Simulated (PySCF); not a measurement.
HClSSi (SMILES S[Si]Cl), singlet, at a GFN2-xTB geometry, with bond 2-1 at 1.4 times its length.

Here is a job for PySCF.
```python
from pyscf import gto, scf, mcscf
import numpy

mol = gto.M(
    atom='''
Si    0.072890   -0.051670    0.942971
Cl    1.632928   -1.493232   -0.969080
S    -1.201735    1.095066   -0.410256
H    -1.975149    1.585394    0.549774
''',
    basis='6-31g',
    charge=0,
    spin=0,
    verbose=4,
)

mf = scf.RHF(mol)
mf.kernel()
mc = mcscf.CASSCF(mf, 9, 8)
mc.fix_spin_(ss=0.0)
mc.kernel()
occ = numpy.linalg.eigvalsh(mc.fcisolver.make_rdm1(mc.ci, mc.ncas, mc.nelecas))[::-1]
ss = mc.fcisolver.spin_square(mc.ci, mc.ncas, mc.nelecas)[0]
print('natural occupations', occ.round(4), ' <S^2>', round(ss, 4))
```

### Question
Predict the natural occupations of the active orbitals from CASSCF(8,9)/6-31G (PySCF).

### Answer
1.99, 1.98, 1.96, 1.92, 0.08, 0.04, 0.01, 0.01, 0.01

### Question
Give the SCF-reference HOMO energy at the level CASSCF(8,9)/6-31G.

### Answer
-10.29 eV

### Question
Give the SCF-reference dipole moment at the level CASSCF(8,9)/6-31G.

### Answer
8.02 D

### Question
Predict the number of basis functions from CASSCF(8,9)/6-31G.

### Answer
41

### Question
Give the SCF-reference HOMO-LUMO gap at the level CASSCF(8,9)/6-31G.

### Answer
9.04 eV
